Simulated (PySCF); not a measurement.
Zinc: a sound run and one with changed settings

Sound run: Zn⁺ [Ar] 3d10 4s1, Zn²⁺ [Ar] 3d10. All numbers are calculated (PySCF 2.14, scalar relativity by spin-free X2C-1e, in cc-pVTZ-DK). The sound run starts from symmetry-adapted Hartree-Fock orbitals and uses a fine grid where one is needed.

Changed run: 6 angular points. This setting is unsound on purpose.

| species | method | sound run (hartree) | changed run (hartree) | converged |
| --- | --- | --- | --- | --- |
| Zn⁺ | UHF | -1793.98058 | -1793.98058 | yes |
| Zn⁺ | B3LYP | -1795.62965 | -1802.39406 | yes |
| Zn⁺ | LDA | -1792.56824 | -1803.07943 | yes |
| Zn²⁺ | UHF | -1793.36108 | -1793.36108 | yes |
| Zn²⁺ | B3LYP | -1794.94234 | -1801.62607 | yes |
| Zn²⁺ | LDA | -1791.86925 | -1802.28352 | yes |

Ionisation energy of Zn⁺:

| method | sound run (eV) | changed run (eV) |
| --- | --- | --- |
| UHF | 16.858 | 16.858 |
| B3LYP | 18.703 | 20.898 |

A coarse angular grid integrates products of high-l functions wrongly, so density functionals can shift, and the SCF can exploit the error; Hartree-Fock and MP2 need no grid.

For comparison, NIST gives 17.964 eV between the lowest levels.
